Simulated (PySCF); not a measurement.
Sulfuric acid, SMILES O=S(=O)(O)O (H2O4S) at its CAM-B3LYP/def2-SVP optimised geometry (Å):

```
7

O      0.8712    -0.2009     0.0000
S     -0.7356    -0.2009     0.0000
O     -1.1850    -1.1798    -0.9496
O     -1.1303     1.1798     0.0000
O     -1.0522    -0.8146     1.4508
H      1.1850    -1.0700    -0.3005
H     -1.0531    -0.0943     2.1029
```

Calculation: CAM-B3LYP/def2-TZVP (PySCF).

Map of the electrostatic potential (hartree/e), clipped to [-0.08, 0.12] on the plane z = 0.6 Å:

```
|.....................::::::::|
|.......     ..........:::::::|
|.....         ........:::::::|
|....           .......:::::::|
|...             .......::::::|
|...             .......::::::|
|...     .::.    ........:::::|
|...    :+%%+:...........:::::|
|...   .+@@@@*::::........::::|
|....  :%@@@@@+=-::.......::::|
|......-%@@@@@@#+=-:......::::|
|....::=@@@@@@@@@*=-......::::|
|::::-=*@@@@@@@@@@@*=:...:::::|
|:::--+%@@@@@@@@@@@@@=:.::::::|
|:::-=*@@@@@@@@@@@@@@#-:::::::|
|:::-=*@@@@@@@@@@@@@@@+-------|
|:::-=*@@@@@@@@@@@@@@@*==-----|
|::::-+%@@@@@@@@@@@@@%*+===---|
|..:::-*@@@@@@@@@@@@@%#*+===--|
|....::=*@@@@@@@@@@@@%#*++==--|
|......:=*@@@@@@%%%%%%#*++===-|
|.......:-=+*****###%##*++===-|
|........::-===++***#***++===-|
|..........::--==++***+++===--|
|...........::--==++++++====--|
|...........:::--==========---|
|...........:::---========----|
|...........::::----====------|
|..........:::::--------------|
```
Scale: ten equal steps from -0.038 (start of ' ') to 0.120 (end of '@'), in the order ' .:-=+*#%@'; x runs from -3.50 to 3.50, y from -3.50 (bottom) to 3.50 (top).
